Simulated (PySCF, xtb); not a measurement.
CH₈FNSi₂, SMILES C[SiH2][Si@@H](N)F. The values are those of a single conformer.

Harmonic wavenumbers (cm⁻¹) from xtb with GFN2-xTB at its own minimum, in rising order: 19, 103, 129, 152, 163, 181, 248, 403, 434, 455, 568, 623, 669, 708, 745, 752, 802, 811, 818, 844, 913, 1373, 1490, 1493, 1527, 2151, 2190, 2268, 3034, 3037, 3043, 3477, 3517.

### Question
What does PBE-D3(BJ)/def2-SVP run with PySCF 2.14.0 give at its own minimum? (The exact figures need the calculation; the answer reports its results.)

### Answer
45, 87, 138, 179, 199, 285, 325, 401, 426, 445, 576, 646, 676, 696, 784, 820, 848, 858, 881, 899, 904, 1212, 1384, 1388, 1494, 2130, 2151, 2166, 2979, 3081, 3084, 3485, 3582. Paired by order, the mean absolute difference is 45 cm⁻¹ and the zero-point energies are 56.0 and 56.1 kcal/mol.
